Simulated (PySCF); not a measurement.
## Magnetic susceptibility: `C/C=C\O[SiH2]SC`, C₄H₁₀OSSi

Geometry (Å), atoms numbered from 1 in this order:
```xyz
17

C    -3.151    0.481    0.612
C    -2.709    0.126   -0.768
C    -1.444   -0.022   -1.131
O    -0.417    0.127   -0.262
Si    1.170    0.166   -0.525
S     1.932    0.352    1.450
C     3.697    0.425    1.020
H    -3.703    1.421    0.600
H    -2.292    0.583    1.269
H    -3.814   -0.289    1.006
H    -3.477   -0.013   -1.513
H    -1.161   -0.274   -2.146
H     1.668   -1.063   -1.141
H     1.573    1.321   -1.326
H     4.248    0.520    1.949
H     3.884    1.287    0.389
H     3.988   -0.487    0.508
```

Method used: GIAO PBE/6-31G* magnetisability, rotational g tensor and spin-rotation constants, non-relativistic, gas phase (PySCF 2.14.0). Geometry: GFN2-xTB.

(1) What are the magnetisability and the molar susceptibility?

(2) Split it along the inertial axes a, b, c into diamagnetic and paramagnetic parts about the centre of mass, with the quadrupole moment.

(3) And the rotational g tensor?

Answers

(1) Isotropic -1358 × 10⁻³⁰ J/T², or -81.8 × 10⁻⁶ cm³/mol; principal values -1429, -1387, -1256 × 10⁻³⁰ J/T², anisotropy 157 × 10⁻³⁰ J/T² (root of half the summed squared differences of the principal values). The susceptibility is in cgs units.

(2) 
| axis | χ (10⁻⁶ cm³/mol) | diamagnetic (10⁻⁶ cm³/mol) | paramagnetic (10⁻⁶ cm³/mol) | summed x² of all electrons (Å²) | quadrupole Θ (D Å) |
| --- | --- | --- | --- | --- | --- |
| a | -82.0 | -375.9 | 293.9 | 399.2 | +11.10 |
| b | -79.2 | -1774.2 | 1695.0 | 69.6 | -3.32 |
| c | -84.0 | -1988.9 | 1904.9 | 19.0 | -7.78 |

Anisotropies 2χaa − χbb − χcc = -0.9 and 2χbb − χaa − χcc = +7.6 × 10⁻⁶ cm³/mol. Θ is traceless in Buckingham's convention.

(3) 
```csv
axis,rotational constant (GHz),g,nuclear part,electronic part
a,4.9385,-0.0511,0.6307,-0.6818
b,0.7368,-0.0057,0.5811,-0.5867
c,0.6524,-0.0027,0.5811,-0.5838
```
Asymmetric top; isotopes 12C, 1H, 16O, 32S, 28Si; no vibrational averaging.
